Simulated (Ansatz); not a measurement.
Cost and result up the ladder for AsP₂ (3 atoms). Charge 0, multiplicity 2. Geometry: PBE-D4/def2-TZVP.

```xyz
3

P     0.073   -1.599   -1.206
P     0.001   -0.035   -0.027
As   -0.074    1.634    1.232
```

Ansatz on 4 threads of Arm Neoverse V1 on a shared host. Times are rough, and most runs start from the orbitals of an earlier one. PBE0-D4/def2-TZVP serves as the yardstick here, not as an exact answer. Binding counts from free atoms at the same level (P quartet, As quartet; other spins of the atoms weren't run), without zero-point energy or a counterpoise term.

HOMO above LUMO, or a gap near zero within one spin, warns that the state may not be the lowest or that an electron is smeared out. Another isomer (doublet) lies 1.33 eV lower at PBE0-D4/def2-TZVP; other spin states weren't run for this one.

Run but left out: HF/def2-TZVP, CCSD(T)/def2-TZVPP (⟨S²⟩ 1.46, where a pure state has 0.75).

```json
{"level": "BLYP-D4/def2-TZVP", "functions": "122", "wall time": "5.5 s"}
{"level": "PBE-D4/def2-TZVP (with forces)", "functions": "122", "wall time": "9.5 s"}
{"level": "PBE0-D4/def2-TZVP", "functions": "122", "wall time": "11 s"}
{"level": "r2SCAN-D4/def2-TZVP", "functions": "122", "wall time": "19 s"}
```

(1) Estimate what each level gives for the binding energy per atom (eV).

## Answers

(1) 
```json
{"level": "BLYP-D4/def2-TZVP", "binding energy per atom (eV)": "2.22", "difference from PBE0-D4/def2-TZVP (eV)": "0.25", "remarks": "gap within one spin near zero"}
{"level": "PBE-D4/def2-TZVP (with forces)", "binding energy per atom (eV)": "2.23", "difference from PBE0-D4/def2-TZVP (eV)": "0.27", "remarks": "–"}
{"level": "PBE0-D4/def2-TZVP", "binding energy per atom (eV)": "1.96", "difference from PBE0-D4/def2-TZVP (eV)": "0.00", "remarks": "–"}
{"level": "r2SCAN-D4/def2-TZVP", "binding energy per atom (eV)": "2.03", "difference from PBE0-D4/def2-TZVP (eV)": "0.06", "remarks": "–"}
```
